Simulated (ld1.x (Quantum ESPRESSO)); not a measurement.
Which change was made? (Zn, TM)

* Element: Zn
* Generator: ld1.x (Quantum ESPRESSO) 7.5
* Type: norm-conserving Troullier–Martins (Kleinman–Bylander form)
* Functional: revPBE
* Relativity: scalar-relativistic
* Frozen core: [Ne]
* Valence charge: 20
* Reference configuration: 3s2 3p6 3d10 4s0 4p0 (charge +2)
* Partial waves: 3s (bound): rc 0.85 bohr; 3p (bound): rc 1.00 bohr; 3d (bound): rc 1.15 bohr
* Local potential: the d channel
* Core correction: a·sin(br)/r model core inside 0.40 bohr

Cutoffs, loose and tight: the cutoffs (Ry, on a coarse ladder) from which the occupation-weighted sum of valence levels, in a spherical-Bessel basis at the reference potential, stays within 10 and 1 mRy of its value at 400 Ry. They do not see the model core or the augmentation charge, which bear on the density cutoff. Test errors are all-electron minus pseudo excitation energies from the reference, over the configurations 3s2 3p6 3d10 4s2 4p0; 3s2 3p6 3d10 4s1 4p0; 3s2 3p6 3d9 4s0 4p0; 3s2 3p5 3d10 4s2 4p0; 3s2 3p6 3d10 4s0 4p2; 3s2 3p6 3d10 4s0 4p1; 3s2 3p6 3d9 4s2 4p0; variants that change the core or the reference have their own tests.

The base gives: outcome: generated; cutoff, loose: 230 Ry; cutoff, tight: over 300 Ry; bound ghosts: none; largest test error (meV): -208.

(1) After one change the result is: outcome: generated; cutoff, loose: 140 Ry; cutoff, tight: 230 Ry; bound ghosts: none; largest test error (meV): +2703. Which change was it?
A. all radii but the core radius scaled by about 1.32 (s 1.12, p 1.32, d 1.52 bohr)
B. all radii but the core radius scaled by about 0.77 (s 0.66, p 0.78, d 0.88 bohr)
C. all radii but the core radius scaled by about 0.90 (s 0.76, p 0.90, d 1.04 bohr)
D. all radii but the core radius scaled by about 1.18 (s 1.00, p 1.18, d 1.36 bohr)

Results:

(1) A. The others give: all radii but the core radius scaled by about 1.18 (s 1.00, p 1.18, d 1.36 bohr) → outcome: generated; cutoff, loose: 160 Ry; cutoff, tight: 300 Ry; bound ghosts: none; largest test error (meV): +792 | all radii but the core radius scaled by about 0.90 (s 0.76, p 0.90, d 1.04 bohr) → outcome: generated; cutoff, loose: 260 Ry; cutoff, tight: over 300 Ry; bound ghosts: none; largest test error (meV): -114 | all radii but the core radius scaled by about 0.77 (s 0.66, p 0.78, d 0.88 bohr) → outcome: generated; cutoff, loose: 300 Ry; cutoff, tight: over 300 Ry; bound ghosts: none; largest test error (meV): +557.
